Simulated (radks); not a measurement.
Results of a calculation; reference values are marked as such.
Problem. Coulomb parameter of the 4d shell of the zirconium ion Zr2+ in the model configuration [Kr] 4d1 5s1, as a second difference U = [E(n + 1) + E(n - 1) - 2 E(n)] / (1)^2 with all orbitals relaxed. "Bare": the charge of the atom changes with n. "Screened": the 5s shell takes up the change at fixed total charge, which measures U(4d,4d) + U(5s,5s) - 2 U(4d,5s). Level of theory: Dirac Kohn-Sham, BLYP, spin-unpolarised, spherical densities, point nucleus; open shells are shared between the two j in proportion to 2j + 1 (a radial shooting solver on a logarithmic mesh with Libxc functionals). Estimate both.

Solution. U(bare) = 10.595 eV, U(screened by 5s) = 1.210 eV.
